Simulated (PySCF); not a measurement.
Correlation energy of Ba⁴⁴⁺ (barium, charge +44)

[Ne] 3s2, closed-shell 1S. Computed with PySCF 2.14 in an even-tempered Gaussian basis (16 s from 9.2 bohr⁻², ratio 2.5; 10 p from 12 bohr⁻², ratio 2.5; 4 d from 44 bohr⁻², ratio 2.7; 4 f from 66 bohr⁻², ratio 2.7), with the non-relativistic Hamiltonian (point nucleus). Frozen: 1s2; 10 electrons correlated; the 17 highest virtual orbitals of each spin left out.

```json
{"level": "CCSD", "correlation energy (mhartree)": "-533.00"}
{"level": "(T)", "correlation energy (mhartree)": "-1.80"}
{"level": "CCSD(T)", "correlation energy (mhartree)": "-534.80"}
```

Diagnostics: T1 = 0.00027, D1 = 0.0009, largest double amplitude 0.087.

A non-relativistic calculation at this Z misses sizeable relativistic shifts.

Cost of the coupled-cluster step: about 6 core-seconds, for 10 correlated electrons.

At this charge a non-relativistic calculation is a model, useful for the Z dependence of the correlation energy.
